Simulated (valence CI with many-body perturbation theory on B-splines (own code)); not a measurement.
**Questions on Mo I**

Level of theory: configuration interaction combined with many-body perturbation theory (CI+MBPT): six valence electrons over a frozen Dirac-Fock core [Kr], radial functions for each j: 7 s, 7 p, 8 d, 6 f, 4 g, 1 h, with the one-electron correlation potential Σ1 (screened to all orders), the two-electron term Σ2, the three-electron term Σ3, Breit, model QED; selected single and double excitations, second order for the rest, scaled by the run's own slope (own B-spline code, finite nucleus).

For open d shells near neutrality this method errs by about 400 cm⁻¹ on average, and by 1,000 to 3,000 in the worst levels. Among the levels kept, up to 2800 cm⁻¹ of a level comes from second order outside the variational space, and about a tenth of that is noise between levels of different J, which matters for small intervals. Only levels of the ground parity were solved; by the run's estimate the other parity begins above the list, which can be wrong where configurations are misplaced.

Names give the largest LS component (configuration and term), which can be under half, so a name can repeat, a term be missing and a line seem to break the LS rules; names also repeat where a configuration has a term twice.

Rates and lifetimes use the calculated energies. Strong lines usually hold to 10 to 20 %, long lifetimes can be off by a factor of two.

(1) What is the ground level?

(2) What is the ionisation energy?

(3) What are the static dipole polarisabilities of the lowest levels?

(4) How well does LS coupling describe the low levels?

## Answers

(1) 4d5.5s 7S_3, composition 96 % 4d5.5s 7S, g = 2.001.

(2) 7.0329 eV; NIST lists 7.09243 eV (measured).

(3) 4d5.5s 7S_3 72.0 (tensor 0.34); 4d4.5s2 5D_0 73.7; 4d4.5s2 5D_1 76.6 (tensor 2.1); 4d5.5s 5S_2 82.3 (tensor 4.3) bohr³, of which the core gives 1.79. The recommended value for the atom is 87 ± 6 bohr³ (Schwerdtfeger and Nagle, table of static dipole polarizabilities (2023 update)).

(4) Among the lowest 20 levels the leading LS term, summed over configurations, holds 86 % on average. For single configurations the figures are 72 % in LS and 39 % in jj coupling. Terms mix most in the J = 0 level at 2.562 eV, where the leading one holds 51 %.
